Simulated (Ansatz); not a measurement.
These are PBE0-D4/def2-SVP (Ansatz, a program for electronic structure) values and carry that method's errors. No frequencies were computed at this level.

Ansatz 0.2 input:
```yaml
crystal:
  periodic: [false, false, false]
  atoms:
    - { symbol: C, position_ang: [-2.361962, -0.395711, -1.861823] }
    - { symbol: O, position_ang: [-0.983148, -0.579114, -1.657158] }
    - { symbol: Sn, position_ang: [0.001311, 0.001246, 0.000759] }
    - { symbol: O, position_ang: [-0.059256, -1.24463, 1.581486] }
    - { symbol: C, position_ang: [0.788731, -2.353878, 1.74589] }
    - { symbol: O, position_ang: [-0.896244, 1.698866, 0.60609] }
    - { symbol: C, position_ang: [-0.814843, 2.21313, 1.912139] }
    - { symbol: O, position_ang: [1.940255, 0.12762, -0.527941] }
    - { symbol: C, position_ang: [2.387837, 0.536394, -1.796497] }
    - { symbol: H, position_ang: [-2.544152, -0.726055, -2.887701] }
    - { symbol: H, position_ang: [-2.657011, 0.650716, -1.768968] }
    - { symbol: H, position_ang: [-2.961448, -1.003405, -1.180555] }
    - { symbol: H, position_ang: [1.843335, -2.077097, 1.702042] }
    - { symbol: H, position_ang: [0.564335, -2.73857, 2.744123] }
    - { symbol: H, position_ang: [0.587897, -3.135437, 1.00985] }
    - { symbol: H, position_ang: [0.192511, 2.559244, 2.15338] }
    - { symbol: H, position_ang: [-1.49757, 3.066548, 1.925375] }
    - { symbol: H, position_ang: [-1.138685, 1.489231, 2.661566] }
    - { symbol: H, position_ang: [2.182481, 1.592977, -1.981852] }
    - { symbol: H, position_ang: [3.469687, 0.381021, -1.780733] }
    - { symbol: H, position_ang: [1.955941, -0.063096, -2.599474] }
basis:
  gaussian: { orbitals: def2-svp }
hamiltonian:
  xc: pbe0
  dispersion: d4
relax:
  max_steps: 150
```

Output:

```
Functional definition: PBE0
2241 factors; integrals over basis functions are off by at most 3.4e-4 eV
mean field evaluation 1: about -18324.0488 eV, gradient 8.5e1 eV
mean field evaluation 2: about -18305.1077 eV, gradient 1.3e2 eV
mean field evaluation 4: about -18339.2670 eV, gradient 4.4e0 eV
mean field evaluation 8: about -18339.4013 eV, gradient 6.1e-2 eV
mean field evaluation 16: about -18339.4013 eV, gradient 4.0e-5 eV
mean field -18339.40127417 eV, -673.9605659330 hartree, gradient 4.0e-5 eV, S^2 0.000000; 0 other end points of the search recorded, 0 dependent functions left out
reference -18339.40131445 eV, -673.9605674132 hartree; 45, 45 occupied and 153, 153 virtual orbitals, 2241 factors
relax step   1: F+E_penalty+E_count = -18339.80226124 eV  Δ(F+E_penalty+E_count) = +0.000e0 eV  max|allowed force component| = 9.595e-1 eV/Å  Δτ_max = 0.0000 Å  (28 SCF iters, accepted)
these checks for a lower state are left out or cut short: starts, cluster_reference, orbital_swaps, neighbouring_geometries, increment
2241 factors; integrals over basis functions are off by at most 3.6e-4 eV
mean field -18339.56507491 eV, -673.9665854994 hartree, gradient 2.5e-5 eV, S^2 0.000000; 0 other end points of the search recorded, 0 dependent functions left out
reference -18339.56511441 eV, -673.9665869508 hartree; 45, 45 occupied and 153, 153 virtual orbitals, 2241 factors
relax step   2: F+E_penalty+E_count = -18339.97595460 eV  Δ(F+E_penalty+E_count) = -1.737e-1 eV  max|allowed force component| = 2.745e-1 eV/Å  Δτ_max = 0.0813 Å  (31 SCF iters, accepted)
these checks for a lower state are left out or cut short: starts, cluster_reference, orbital_swaps, neighbouring_geometries, increment
2241 factors; integrals over basis functions are off by at most 3.6e-4 eV
mean field -18339.57403990 eV, -673.9669149566 hartree, gradient 1.3e-5 eV, S^2 0.000000; 0 other end points of the search recorded, 0 dependent functions left out
reference -18339.57407911 eV, -673.9669163976 hartree; 45, 45 occupied and 153, 153 virtual orbitals, 2241 factors
relax step   3: F+E_penalty+E_count = -18339.98578370 eV  Δ(F+E_penalty+E_count) = -9.829e-3 eV  max|allowed force component| = 6.171e-2 eV/Å  Δτ_max = 0.0416 Å  (31 SCF iters, accepted)
these checks for a lower state are left out or cut short: starts, cluster_reference, orbital_swaps, neighbouring_geometries, increment
2241 factors; integrals over basis functions are off by at most 3.6e-4 eV
mean field evaluation 32: about -18339.4739 eV, gradient 6.4e-3 eV
mean field -18339.57527096 eV, -673.9669601971 hartree, gradient 1.1e-5 eV, S^2 0.000000; 0 other end points of the search recorded, 0 dependent functions left out
reference -18339.57531006 eV, -673.9669616340 hartree; 45, 45 occupied and 153, 153 virtual orbitals, 2241 factors
relax step   4: F+E_penalty+E_count = -18339.98742600 eV  Δ(F+E_penalty+E_count) = -1.642e-3 eV  max|allowed force component| = 2.428e-2 eV/Å  Δτ_max = 0.0288 Å  (31 SCF iters, accepted)
these checks for a lower state are left out or cut short: starts, cluster_reference, orbital_swaps, neighbouring_geometries, increment
2241 factors; integrals over basis functions are off by at most 3.6e-4 eV
mean field -18339.57783741 eV, -673.9670545125 hartree, gradient 1.1e-5 eV, S^2 0.000000; 0 other end points of the search recorded, 0 dependent functions left out
reference -18339.57787646 eV, -673.9670559474 hartree; 45, 45 occupied and 153, 153 virtual orbitals, 2241 factors
relax step   5: F+E_penalty+E_count = -18339.99006442 eV  Δ(F+E_penalty+E_count) = -2.638e-3 eV  max|allowed force component| = 9.662e-2 eV/Å  Δτ_max = 0.0896 Å  (31 SCF iters, accepted)
these checks for a lower state are left out or cut short: starts, cluster_reference, orbital_swaps, neighbouring_geometries, increment
2241 factors; integrals over basis functions are off by at most 3.6e-4 eV
mean field -18339.57911378 eV, -673.9671014182 hartree, gradient 1.1e-5 eV, S^2 0.000000; 0 other end points of the search recorded, 0 dependent functions left out
reference -18339.57915290 eV, -673.9671028559 hartree; 45, 45 occupied and 153, 153 virtual orbitals, 2241 factors
relax step   6: F+E_penalty+E_count = -18339.99128010 eV  Δ(F+E_penalty+E_count) = -1.216e-3 eV  max|allowed force component| = 9.326e-2 eV/Å  Δτ_max = 0.0636 Å  (31 SCF iters, accepted)
these checks for a lower state are left out or cut short: starts, cluster_reference, orbital_swaps, neighbouring_geometries, increment
2241 factors; integrals over basis functions are off by at most 3.6e-4 eV
mean field -18339.58012055 eV, -673.9671384162 hartree, gradient 1.2e-5 eV, S^2 0.000000; 0 other end points of the search recorded, 0 dependent functions left out
reference -18339.58015974 eV, -673.9671398567 hartree; 45, 45 occupied and 153, 153 virtual orbitals, 2241 factors
relax step   7: F+E_penalty+E_count = -18339.99211668 eV  Δ(F+E_penalty+E_count) = -8.366e-4 eV  max|allowed force component| = 4.639e-2 eV/Å  Δτ_max = 0.0301 Å  (31 SCF iters, accepted)
these checks for a lower state are left out or cut short: starts, cluster_reference, orbital_swaps, neighbouring_geometries, increment
2241 factors; integrals over basis functions are off by at most 3.6e-4 eV
mean field evaluation 64: about -18339.5806 eV, gradient 1.3e-5 eV
mean field -18339.58058765 eV, -673.9671555819 hartree, gradient 1.3e-5 eV, S^2 0.000000; 0 other end points of the search recorded, 0 dependent functions left out
reference -18339.58062691 eV, -673.9671570246 hartree; 45, 45 occupied and 153, 153 virtual orbitals, 2241 factors
relax step   8: F+E_penalty+E_count = -18339.99247150 eV  Δ(F+E_penalty+E_count) = -3.548e-4 eV  max|allowed force component| = 7.393e-3 eV/Å  Δτ_max = 0.0232 Å  (32 SCF iters, accepted)
these checks for a lower state are left out or cut short: starts, cluster_reference, orbital_swaps, neighbouring_geometries, increment
2241 factors; integrals over basis functions are off by at most 3.6e-4 eV
mean field -18339.58060587 eV, -673.9671562517 hartree, gradient 1.0e-5 eV, S^2 0.000000; 0 other end points of the search recorded, 0 dependent functions left out
reference -18339.58064515 eV, -673.9671576949 hartree; 45, 45 occupied and 153, 153 virtual orbitals, 2241 factors
relax step   9: F+E_penalty+E_count = -18339.99248112 eV  Δ(F+E_penalty+E_count) = -9.621e-6 eV  max|allowed force component| = 1.344e-2 eV/Å  Δτ_max = 0.0106 Å  (25 SCF iters, accepted)
these checks for a lower state are left out or cut short: starts, cluster_reference, orbital_swaps, neighbouring_geometries, increment
2241 factors; integrals over basis functions are off by at most 3.6e-4 eV
mean field -18339.58062708 eV, -673.9671570309 hartree, gradient 8.0e-5 eV, S^2 0.000000; 0 other end points of the search recorded, 0 dependent functions left out
reference -18339.58066635 eV, -673.9671584742 hartree; 45, 45 occupied and 153, 153 virtual orbitals, 2241 factors
relax step  10: F+E_penalty+E_count = -18339.99249892 eV  Δ(F+E_penalty+E_count) = -1.780e-5 eV  max|allowed force component| = 1.658e-3 eV/Å  Δτ_max = 0.0018 Å  (21 SCF iters, accepted)
2241 factors; integrals over basis functions are off by at most 3.6e-4 eV
mean field -18339.58062708 eV, -673.9671570309 hartree, gradient 8.0e-5 eV, S^2 0.000000; 1 other end points of the search recorded, 0 dependent functions left out
reference -18339.58066635 eV, -673.9671584742 hartree; 45, 45 occupied and 153, 153 virtual orbitals, 2241 factors
Total energy: -18339.99253820 eV, -673.9822944852 hartree
Atom 0 at    -2.282764    -0.521363    -1.795700 Å, force     0.001346    -0.000135    -0.000325 eV/Å
Atom 1 at    -0.887819    -0.612914    -1.643300 Å, force     0.000083     0.000132    -0.000254 eV/Å
Atom 2 at    -0.000001     0.000126    -0.000051 Å, force     0.000524    -0.000621     0.000001 eV/Å
Atom 3 at    -0.137086    -1.177301     1.568127 Å, force     0.000222    -0.000650     0.000187 eV/Å
Atom 4 at     0.643227    -2.342281     1.675226 Å, force    -0.001089     0.001658     0.000350 eV/Å
Atom 5 at    -0.890401     1.678820     0.503333 Å, force    -0.000294     0.000417     0.000007 eV/Å
Atom 6 at    -0.718634     2.240084     1.781217 Å, force    -0.000618    -0.000179    -0.001350 eV/Å
Atom 7 at     1.915385     0.111612    -0.428101 Å, force    -0.000017     0.000061    -0.000226 eV/Å
Atom 8 at     2.358177     0.623530    -1.660727 Å, force    -0.000168    -0.000646     0.001261 eV/Å
Atom 9 at    -2.521883    -0.697302    -2.857424 Å, force    -0.000135    -0.000075    -0.000217 eV/Å
Atom 10 at    -2.682016     0.470891    -1.518894 Å, force    -0.000546     0.000626     0.000229 eV/Å
Atom 11 at    -2.820514    -1.283410    -1.201335 Å, force    -0.000658    -0.000554     0.000567 eV/Å
Atom 12 at     1.710127    -2.168453     1.446952 Å, force     0.000673    -0.000238    -0.000142 eV/Å
Atom 13 at     0.574864    -2.703911     2.714430 Å, force     0.000055    -0.000213     0.000123 eV/Å
Atom 14 at     0.280612    -3.152123     1.015046 Å, force    -0.000072    -0.000673    -0.000515 eV/Å
Atom 15 at     0.274253     2.712061     1.901945 Å, force     0.000782     0.000384     0.000390 eV/Å
Atom 16 at    -1.479674     3.026747     1.913038 Å, force     0.000028     0.000191     0.000158 eV/Å
Atom 17 at    -0.847677     1.504621     2.595489 Å, force     0.000009    -0.000264     0.000728 eV/Å
Atom 18 at     2.265461     1.724253    -1.715355 Å, force    -0.000106     0.000819    -0.000290 eV/Å
Atom 19 at     3.426331     0.373408    -1.769726 Å, force     0.000199     0.000020    -0.000026 eV/Å
Atom 20 at     1.820034     0.192905    -2.524190 Å, force    -0.000217    -0.000061    -0.000656 eV/Å
Dipole moment:    -0.000057     0.000037    -0.000096 e Å
```

Cost: about 2.4 core-minutes (a rough figure).
